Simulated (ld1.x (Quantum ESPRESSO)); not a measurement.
**Varying the RRKJ potential for Pb (Z = 82)**

Base potential:

```json
{
 "Element": "Pb (Z = 82)",
 "Generator": "ld1.x (Quantum ESPRESSO) 7.5",
 "Type": "norm-conserving RRKJ (Kleinman–Bylander form)",
 "Functional": "revPBE",
 "Relativity": "non-relativistic",
 "Frozen core": "[Xe] 4f14 5d10",
 "Valence charge": "4",
 "Reference configuration": "6s2 6p2",
 "Partial waves": "6p (bound): rc 1.95 bohr; 6s (bound): rc 2.40 bohr",
 "Local potential": "the s channel",
 "Core correction": "none"
}
```

Cutoffs, loose and tight: the cutoffs (Ry, on a coarse ladder) from which the occupation-weighted sum of valence levels, in a spherical-Bessel basis at the reference potential, stays within 10 and 1 mRy of its value at 400 Ry. They do not see the model core or the augmentation charge, which bear on the density cutoff. Test errors are all-electron minus pseudo excitation energies from the reference, over the configurations 6s2 6p1; 6s2 6p0; 6s1 6p0; 6s2 6p2.3; 6s0 6p4; 6s2 6p1.5; 6s1 6p2. A dash means not determined; rows that change the core or the reference have their own tests.

A true bound ghost makes a file unfit for plane-wave use even where its test errors are small: the radial tests pick states by their node count and pass the ghost by.

```tsv
change	outcome	cutoff, loose	cutoff, tight	bound ghosts	largest test error (meV)
base	generated	30 Ry	35 Ry	p	+142
wave 6s (bound): rc 2.40 bohr becomes 6s (bound): rc 2.26 bohr	generated	30 Ry	35 Ry	p	+148
wave 6s (bound): rc 2.40 bohr becomes 6s (bound): rc 2.54 bohr	generated	30 Ry	35 Ry	p	+126
wave 6s (bound): rc 2.40 bohr becomes 6s (bound): rc 2.90 bohr	generated	30 Ry	35 Ry	p	+100
wave 6s (bound): rc 2.40 bohr becomes 6s (bound): rc 3.22 bohr	generated	30 Ry	35 Ry	p	+76
wave 6s (bound): rc 2.40 bohr becomes 6s (bound): rc 3.64 bohr	generated	30 Ry	35 Ry	p	+33
```

**Question.** What comes out with this change to the base: wave 6s (bound): rc 2.40 bohr becomes 6s (bound): rc 1.64 bohr?

**Answer.** outcome: generated; cutoff, loose: 35 Ry; cutoff, tight: 120 Ry; bound ghosts: p; largest test error (meV): +136.

**Question.** What comes out with this change to the base: wave 6s (bound): rc 2.40 bohr becomes 6s (bound): rc 1.90 bohr?

**Answer.** outcome: generated; cutoff, loose: 30 Ry; cutoff, tight: 50 Ry; bound ghosts: p; largest test error (meV): +101.

Reading the sweep of the s radius (base included, trends over the rows without a ghost): Bound ghosts are found at 1.64, 1.9, 2.26, 2.4, 2.54, 2.9, 3.22, 3.64 bohr. Every judged row has one, so this setting neither creates nor removes them.
